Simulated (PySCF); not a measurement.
# Two-component Hartree-Fock for Xe²⁸⁺ (xenon, charge +28)

Start: [Ar] 3d8; 3d3/2 filled at m_j = -3/2, -1/2, +1/2, +3/2; 3d5/2 filled at m_j = -1/2, +1/2, +3/2, +5/2. Calculated with PySCF 2.14 in an even-tempered Gaussian basis (16 s from 4.3 bohr⁻², ratio 2.8; 12 p from 5.6 bohr⁻², ratio 2.8; 8 d from 5.6 bohr⁻², ratio 2.8; 3 f from 23 bohr⁻², ratio 3): generalised Hartree-Fock with the X2C-1e Hamiltonian and a Gaussian nucleus; one run each with spin-orbit coupling (SO) switched off, then screened by Boettger's factors.

```json
{"spinor shell": "1s1/2", "electrons": "2", "ε, spin-free (eV)": "-35802.2", "ε, screened SO (eV)": "-35798.0", "weight of nominal j (screened SO)": "1.000", "rms radius, screened SO (bohr)": "0.0305"}
{"spinor shell": "2s1/2", "electrons": "2", "ε, spin-free (eV)": "-6550.8", "ε, screened SO (eV)": "-6549.2", "weight of nominal j (screened SO)": "1.000", "rms radius, screened SO (bohr)": "0.124"}
{"spinor shell": "2p1/2", "electrons": "2", "ε, spin-free (eV)": "-5983.3", "ε, screened SO (eV)": "-6213.1", "weight of nominal j (screened SO)": "1.000", "rms radius, screened SO (bohr)": "0.107"}
{"spinor shell": "3s1/2", "electrons": "2", "ε, spin-free (eV)": "-2115.8", "ε, screened SO (eV)": "-2115.3", "weight of nominal j (screened SO)": "1.000", "rms radius, screened SO (bohr)": "0.317"}
{"spinor shell": "3p1/2", "electrons": "2", "ε, spin-free (eV)": "-1926.7", "ε, screened SO (eV)": "-1978.9", "weight of nominal j (screened SO)": "0.996", "rms radius, screened SO (bohr)": "0.307"}
{"spinor shell": "3p3/2", "electrons": "4", "ε, spin-free (eV)": "-1926.7", "ε, screened SO (eV)": "-1902.8", "weight of nominal j (screened SO)": "0.998", "rms radius, screened SO (bohr)": "0.318"}
{"spinor shell": "3d3/2", "electrons": "4", "ε, spin-free (eV)": "-1669.4", "ε, screened SO (eV)": "-1677.9", "weight of nominal j (screened SO)": "0.955", "rms radius, screened SO (bohr)": "0.285"}
{"spinor shell": "3d5/2", "electrons": "4", "ε, spin-free (eV)": "-1669.4", "ε, screened SO (eV)": "-1662.5", "weight of nominal j (screened SO)": "0.966", "rms radius, screened SO (bohr)": "0.288"}
```

Problem. Where does 2p3/2 lie, and what is the 2p spin-orbit splitting (screened SO)?

Solution. At -5879.2 eV, 333.94 eV above 2p1/2.

```tsv
quantity	spin-free	screened SO
E (hartree)	-7000.24342	-7002.97990
M_J	4	4
⟨J²⟩	20.001	20.001
⟨L²⟩	12.000	12.511
⟨S²⟩	2.000	1.891
```

Each row is a mean over spinors that exchange with the open shell spreads, by up to 28.125 eV (3p3/2).

Breit and QED terms are absent; they matter most for the inner s and p1/2 levels.

Densities and radii are taken from the X2C orbitals without a picture-change correction, which distorts them close to the nucleus.

Without spin-orbit coupling the j labels of p, d and f shells carry no meaning; the spin-free column gives the mean over the occupied spinors of each nl shell.
